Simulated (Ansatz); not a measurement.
Start from `B[SiH2]N` and change one atom or group to get `B[SiH2]N[SiH2]F`.

Ansatz, PBE0-D4/def2-TZVP geometries, multiplicity 1. Each molecule was computed in one conformer, which needn't be the lowest.

```csv
property,`B[SiH2]N`
size of the dipole moment (ωB97M-V/def2-TZVPP) / D,1.21
LUMO energy (ωB97M-V/def2-TZVPP) / eV,-0.29
HOMO energy (B3LYP/def2-TZVPP) / eV,-7.04
HOMO–LUMO gap (PBE/def2-TZVPP) / eV,2.62
HOMO energy (PBE0/def2-TZVPP) / eV,-7.26
zero-point energy (PBE0-D4/def2-TZVP) / kJ/mol,163.6
```

(1) What does the change do to each property? (Best estimate.)

## Answers

(1) The calculation gave: 
```csv
property,`B[SiH2]N[SiH2]F`,shift
size of the dipole moment (ωB97M-V/def2-TZVPP) / D,2.46,1.25
LUMO energy (ωB97M-V/def2-TZVPP) / eV,0.67,0.96
HOMO energy (B3LYP/def2-TZVPP) / eV,-7.55,-0.51
HOMO–LUMO gap (PBE/def2-TZVPP) / eV,4.20,1.58
HOMO energy (PBE0/def2-TZVPP) / eV,-7.76,-0.50
zero-point energy (PBE0-D4/def2-TZVP) / kJ/mol,196.9,33.3
```

With PBE0 the HOMO falls by 0.50 eV and the LUMO rises by 1.02 eV, so the gap widens by about 1.52 eV. PBE moves the HOMO by -0.56 eV and ωB97M-V by -0.45 eV. The zero-point energy changes by 33.3 kJ/mol with +9 modes. Dipoles are sizes alone; their direction can turn.

B3LYP here is the variant with VWN-RPA as its local correlation; programs differ in this.
